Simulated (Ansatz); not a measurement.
Frontier orbitals of CH₆BNSi, SMILES `CN1B[SiH2]1`.

The species carries charge 0 and has multiplicity 1. All single points use the PBE0-D4/def2-TZVP geometry. Basis def2-TZVPP, the Gaussian-basis code of Ansatz.

```tsv
functional	HOMO (eV)	LUMO (eV)	gap (eV)
LDA (SPW92)	-6.01	-1.40	4.61
PBE	-5.90	-1.19	4.71
PBE0	-6.98	-0.22	6.76
BHLYP	-7.95	0.79	8.74
CAM-B3LYP	-8.27	0.88	9.15
ωB97M-V	-9.07	1.65	10.72
HF	-9.46	2.96	12.42
```

Against PBE, PBE0 changes HOMO and LUMO by −1.08 and +0.97 eV, ωB97M-V by −3.16 and +2.84 eV. A gap of 4.72 eV thus becomes 10.72 eV for the same molecule, so an orbital gap means little without its functional. A positive LUMO is unbound and depends on the basis.
